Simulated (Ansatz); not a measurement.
Cost and result up the ladder for the cluster Cd₄Te₂Br₄ (the lowest singlet isomer of a short search) (10 atoms). Total charge 0; singlet. Geometry: r2SCAN-D4/def2-SVP.

```xyz
10

Cd    2.161   -0.457   -1.234
Cd   -0.085    2.341   -0.804
Cd    1.122    0.585    2.110
Cd   -2.665   -2.075   -0.058
Te    2.512    1.944    0.107
Te   -0.548   -0.471   -0.040
Br   -4.585   -3.543   -0.080
Br   -1.788    3.790   -1.793
Br    0.884    0.112    4.499
Br    2.993   -2.225   -2.705
```

Ansatz on 6 threads of Intel Xeon on a shared host. Times are rough, and most runs start from the orbitals of an earlier one. PBE0-D4/def2-TZVP serves as the yardstick here, not as an exact answer. Differences are given only for rows in sets of like size (and for xTB, whose basis is part of the method), since another set adds its own error. Binding counts from free atoms at the same level (Cd singlet, Te triplet, Br doublet; other spins of the atoms weren't run), without zero-point energy or a counterpoise term.

In the def2 sets Cd, Te take a core potential; there is no spin–orbit coupling. The structure comes from a short search, and lower isomers may exist.

```
                         level  functions  wall time  binding energy per atom (eV)  difference from PBE0-D4/def2-TZVP (eV)
               PBE-D4/def2-SVP        304      4.9 s                          1.81                                       –
PBE-D4/def2-TZVP (with forces)        452       10 s                          1.79                                   -0.02
              PBE0-D4/def2-SVP        304       14 s                          1.82                                       –
           r2SCAN-D4/def2-TZVP        452       17 s                          1.83                                    0.02
             PBE0-D4/def2-TZVP        452       30 s                          1.81                                    0.00
```
